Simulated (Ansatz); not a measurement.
Program: Ansatz. Geometries: PBE0-D4/def2-TZVP. ΔE: electronic, gas phase. CBS: MP2 limit from def2 TZ/QZ plus the TZ coupled-cluster correction, frozen cores. For Ge outer-core shells are correlated without core-valence functions, which leaves a few kJ/mol of doubt a bond. Scalar relativity is left out up to krypton. One conformer a species, not always the lowest.

Reaction (redistribution): `[F][GeH2][SiH3]` + `[GeH3][GeH2][SiH2][GeH2][GeH3]` → `[SiH3][GeH2][SiH2][GeH2][GeH3]` + `[F][GeH2][GeH3]`

`[F][GeH2][SiH3]`:

```xyz
8

F     1.530   -1.741    0.079
Ge    0.980   -0.213   -0.577
Si   -1.050    0.319    0.555
H     2.127    0.779   -0.317
H     0.817   -0.452   -2.089
H    -2.056   -0.743    0.301
H    -1.556    1.617    0.035
H    -0.792    0.435    2.012
```

`[GeH3][GeH2][SiH2][GeH2][GeH3]`:

Z-matrix (Å, degrees):
```
Ge
Ge 1 2.424
H 1 1.538 2 109.8
H 1 1.538 2 110.0 3 119.2
H 1 1.537 2 111.2 3 -120.3
Si 2 2.379 1 109.9 3 -60.4
H 2 1.540 1 109.8 3 176.8
H 2 1.541 1 108.7 3 59.0
Ge 6 2.379 2 108.1 1 49.0
H 6 1.489 2 109.6 1 -71.5
H 6 1.489 2 110.5 1 169.0
Ge 9 2.424 6 109.9 2 49.0
H 9 1.541 6 109.2 2 -70.2
H 9 1.540 6 111.3 2 170.8
H 12 1.538 9 111.2 6 179.2
H 12 1.538 9 109.7 6 -60.6
H 12 1.538 9 110.1 6 58.6
```

`[SiH3][GeH2][SiH2][GeH2][GeH3]`:

Z-matrix (Å, degrees):
```
Si
Ge 1 2.379
H 1 1.487 2 109.3
H 1 1.487 2 111.3 3 120.3
H 1 1.487 2 109.7 3 -119.0
Si 2 2.381 1 109.8 3 59.5
H 2 1.541 1 109.2 3 -59.7
H 2 1.540 1 110.4 3 -177.9
Ge 6 2.380 2 108.2 1 -49.1
H 6 1.489 2 110.5 1 -169.0
H 6 1.489 2 109.7 1 71.5
Ge 9 2.424 6 109.8 2 -49.6
H 9 1.540 6 111.3 2 -171.4
H 9 1.541 6 109.2 2 69.7
H 12 1.538 9 110.1 6 -58.8
H 12 1.537 9 111.2 6 -179.3
H 12 1.538 9 109.8 6 60.4
```

`[F][GeH2][GeH3]`:

Cartesian coordinates in Å:
```
F 1.518 -0.271 -1.758
Ge 0.956 -0.687 -0.154
Ge -1.009 0.672 0.260
H 0.673 -2.199 -0.198
H 2.136 -0.385 0.785
H -0.633 2.159 0.202
H -1.561 0.343 1.656
H -2.082 0.367 -0.793
```

```
                         species  HF/def2-TZVPP energy (Eh)
               `[F][GeH2][SiH3]`                -2466.73668
`[GeH3][GeH2][SiH2][GeH2][GeH3]`                -8597.40828
`[SiH3][GeH2][SiH2][GeH2][GeH3]`                -6810.98104
               `[F][GeH2][GeH3]`                -4253.16357
```

**Question.** Work out ΔE.

**Answer.** ΔE = (-6810.98104) + (-4253.16357) − (-2466.73668) − (-8597.40828) = 0.00035 Eh = +0.9 kJ/mol. CCSD(T)/CBS gives +0.7 kJ/mol.

Largest T1 diagnostic among the species: 0.012.

Leaving LDA and LC-ωPBE aside and taking each functional with its dispersion term where it has one, the values, not all of them listed here, spread over 1.6 kJ/mol, from revPBE-D4 to BHLYP-D4.
